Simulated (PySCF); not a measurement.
Species: C3H9AsSi.
Geometry (PBE0-D3(BJ)/def2-SVP, Å), atoms numbered from 1 in this order:
```xyz
14
C3H9AsSi angstrom
C     -2.175   -0.397   -0.629
C     -1.169    0.463   -0.808
C     -0.618    1.385    0.228
Si     1.044    0.772    0.911
As     2.506    0.334   -0.908
H     -2.709   -0.464    0.325
H     -2.501   -1.063   -1.431
H     -0.668    0.485   -1.785
H     -1.311    1.492    1.079
H     -0.448    2.393   -0.190
H      1.673    1.840    1.752
H      0.822   -0.438    1.761
H      1.891   -1.041   -1.147
H      3.578   -0.233    0.017
```

Computed with PySCF at PBE0/def2-SVPD, non-relativistic, on one gas-phase PBE0-D3(BJ)/def2-SVP geometry that isn't relaxed in the solvent. The solvent is an IEF-PCM continuum (Bondi radii, 1.10 Å for H, scaled by 1.2), and excitations are vertical TDDFT with non-equilibrium linear response and a frozen core. Only the electrostatic response of the medium enters. Spin–orbit coupling is left out although an atom past zinc is present.

Gas-phase singlets (H = HOMO, L = LUMO):

```json
{"state": "S1", "E (eV)": "6.194", "λ (nm)": "200", "f": "0.010", "leading configuration": "H-1→L 84%"}
{"state": "S2", "E (eV)": "6.326", "λ (nm)": "196", "f": "0.061", "leading configuration": "H-1→L+2 84%"}
{"state": "S3", "E (eV)": "6.354", "λ (nm)": "195", "f": "0.016", "leading configuration": "H→L+1 68%"}
{"state": "S4", "E (eV)": "6.499", "λ (nm)": "191", "f": "0.117", "leading configuration": "H→L 37%"}
{"state": "S5", "E (eV)": "6.586", "λ (nm)": "188", "f": "0.014", "leading configuration": "H→L+2 82%"}
```

Question: What are the lowest 5 singlets in benzene (ε = 2.271)?

Answer: 
| state | E (eV) | λ (nm) | f | leading configuration | change by rank (eV) |
| --- | --- | --- | --- | --- | --- |
| S1 | 6.208 | 200 | 0.019 | H-1→L 81% | +0.014 |
| S2 | 6.305 | 197 | 0.150 | H-1→L+2 81% | -0.021 |
| S3 | 6.354 | 195 | 0.056 | H→L+1 53% | 0.000 |
| S4 | 6.428 | 193 | 0.217 | H→L 40% | -0.071 |
| S5 | 6.571 | 189 | 0.020 | H→L+2 86% | -0.015 |

Question: How does the list change in acetonitrile (ε = 35.69)?

Answer: 
```csv
state,E (eV),λ (nm),f,leading configuration,change by rank (eV)
S1,6.263,198,0.019,H-1→L 83%,+0.069
S2,6.349,195,0.138,H-1→L+2 78%,+0.023
S3,6.394,194,0.037,H→L+1 71%,+0.040
S4,6.452,192,0.197,H→L 54%,-0.047
S5,6.592,188,0.027,H→L+2 84%,+0.006
```

Question: The ground-state energy changes by -0.091 eV from gas to acetonitrile. By how much does the total energy of gas-phase S1 change?

Answer: E(S1) = E(S0) + excitation energy, so it changes by -0.091 + 0.069 = -0.022 eV: it is lowered less than the ground state, which is what a blue shift means. This is the vertical state, with the slow part of the continuum still set for S0.

Question: How do the frontier levels move from gas to acetonitrile?

Answer: 
```json
{"orbital": "LUMO+2", "gas (eV)": "0.27", "solvent (eV)": "0.39", "change (eV)": "+0.12"}
{"orbital": "LUMO+1", "gas (eV)": "0.13", "solvent (eV)": "0.24", "change (eV)": "+0.11"}
{"orbital": "LUMO", "gas (eV)": "-0.11", "solvent (eV)": "0.01", "change (eV)": "+0.12"}
{"orbital": "HOMO", "gas (eV)": "-7.25", "solvent (eV)": "-7.15", "change (eV)": "+0.10"}
{"orbital": "HOMO-1", "gas (eV)": "-7.38", "solvent (eV)": "-7.31", "change (eV)": "+0.07"}
{"orbital": "HOMO-2", "gas (eV)": "-8.77", "solvent (eV)": "-8.64", "change (eV)": "+0.13"}
{"orbital": "HOMO-3", "gas (eV)": "-9.46", "solvent (eV)": "-9.31", "change (eV)": "+0.15"}
```

The HOMO–LUMO gap goes from 7.14 to 7.16 eV.
